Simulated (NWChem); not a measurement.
Molecule: C₂H₄O₂Si; SMILES [Si@H]1(O)OC=C1

```xyz
9

O     -0.0643     1.8901    -0.4216
Si     0.0705     0.4784     0.4146
C      1.0520    -0.9627    -0.1662
C     -0.1559    -1.5685    -0.2315
O     -1.1716    -0.7014     0.0678
H     -0.0276     1.8347    -1.3818
H      0.0607     0.8741     1.8393
H      2.0379    -1.3913    -0.3257
H     -0.4445    -2.6038    -0.4561
```
Atoms are numbered in this order, from 1.

The geometry was optimised at PBE0/def2-SVP.

Problem. Give the principal values of the shielding tensors (ppm) of O1, Si2, C3, C4, O5 from LDA (Slater exchange, VWN5)/pcSseg-1, GIAO (NWChem), with their diamagnetic and paramagnetic parts as GIAO splits them.

Solution. 
```csv
atom,σ11,σ22,σ33,isotropic,diamagnetic,paramagnetic
O1,197.0,251.4,280.1,242.8,389.6,-146.8
Si2,298.1,300.7,343.2,314.0,881.2,-567.2
C3,-16.1,97.2,144.1,75.0,253.9,-178.9
C4,-122.1,26.2,93.8,-0.7,255.4,-256.2
O5,35.2,115.3,231.1,127.2,393.5,-266.3
```
